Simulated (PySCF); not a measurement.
Breaking a bond: BeF2, SMILES [F][Be][F]. The Be1–F3 bond (Be1 also carries F; F3 carries nothing else) is pulled apart rigidly from the PBE0/def2-TZVP optimised geometry.

Computed with: CASSCF(2,2)/cc-pVDZ (PySCF); UCCSD(T) = CCSD(T) on UHF/cc-pVDZ, 2 core orbitals frozen in PySCF.

Energies relative to the lowest point of each curve near equilibrium, in kJ/mol:

| R / Å | CASSCF(2,2) |
|---|---|
| 1.25 | 56.0 |
| 1.31 | 19.3 |
| 1.35 | 6.4 |
| 1.42 | 0.0 |
| 1.71 | 88.5 |
| 2.05 | 253.7 |
| 2.26 | 343.3 |
| 2.49 | 419.6 |
| 3.39 | 532.8 |
| 3.74 | 541.0 |
| 4.12 | 544.5 |
| 4.78 | 546.3 |

Q: Predict the corresponding UCCSD(T) column.

A: 1.25: 62.2; 1.31: 22.8; 1.35: 8.3; 1.42: 0.0; 1.71: 89.2; 2.05: 264.1; 2.26: 366.6; 2.49: 463.1; 3.39: 635.7; 3.74: 643.9; 4.12: 646.8; 4.78: 648.4 (kJ/mol).

The unrestricted determinant behind UCCSD(T) is spin-contaminated at 2.26 to 4.78 Å (<S²> up to 1.0, against 0.00 for a pure singlet).
